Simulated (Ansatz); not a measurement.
`N[Si](F)(F)[SiH3]` + CH₄ → `C[Si](F)(F)[SiH3]` + NH₃ at 600 K and 1 bar (formal exchange of groups at the Si–N bond).

Computed with Ansatz on PBE0-D4/def2-TZVP structures; ΔE is electronic, products minus reactants. CCSD(T)/CBS adds triple-zeta CCSD(T) − MP2 to the extrapolated MP2 energy (def2 sets, frozen cores). This one scheme is used for every species. One conformer a species, not always the lowest.

```json
{"species": "`N[Si](F)(F)[SiH3]`", "CCSD(T)/CBS energy (Eh)": "-835.62453", "H − E (kJ/mol)": "219.2", "S (J/(mol·K))": "469.9"}
{"species": "CH₄", "CCSD(T)/CBS energy (Eh)": "-40.46206", "H − E (kJ/mol)": "140.4", "S (J/(mol·K))": "215.7"}
{"species": "`C[Si](F)(F)[SiH3]`", "CCSD(T)/CBS energy (Eh)": "-819.55181", "H − E (kJ/mol)": "248.2", "S (J/(mol·K))": "474.8"}
{"species": "NH₃", "CCSD(T)/CBS energy (Eh)": "-56.50880", "H − E (kJ/mol)": "112.4", "S (J/(mol·K))": "219.5"}
```

H − E and S are ideal-gas, rigid-rotor, harmonic terms from PBE0-D4/def2-TZVP, for one conformer and one mirror image of each species. 1 Eh = 2625.50 kJ/mol, R = 8.31446 J/(mol·K).

Problem. By hand: ΔE, ΔH, ΔS and ΔG.

Solution. ΔE = (-819.55181) + (-56.50880) − (-835.62453) − (-40.46206) = 0.02598 Eh = 68.2 kJ/mol. Δ(H − E) = 248.2 + 112.4 − 219.2 − 140.4 = 1.0, so ΔH = 69.2 kJ/mol. ΔS = 474.8 + 219.5 − 469.9 − 215.7 = 8.7 J/(mol·K). ΔG = 69.2 − 600 × (8.7)/1000 = 64.0 kJ/mol.

Problem. By hand: the equilibrium constant, and the temperature at which ΔG would vanish if ΔH and ΔS stayed fixed.

Solution. log₁₀ K = −ΔG/(RT ln 10) = -5.6. ΔG = 0 at ΔH/ΔS = 7954 K, far beyond where these terms or the molecules hold.

The number of gas molecules stays the same, so ΔS is small and ΔH decides. A doubt of 5 kJ/mol in ΔE shifts log₁₀ K by 0.4 here. Other conformers and mirror images would add mixing entropy, several J/(mol·K) or more a flexible species. These are equilibria of isolated gas molecules and say nothing of rates. Largest T1 diagnostic: 0.012 (customary marks: 0.02 for closed shells, 0.045 for open ones).
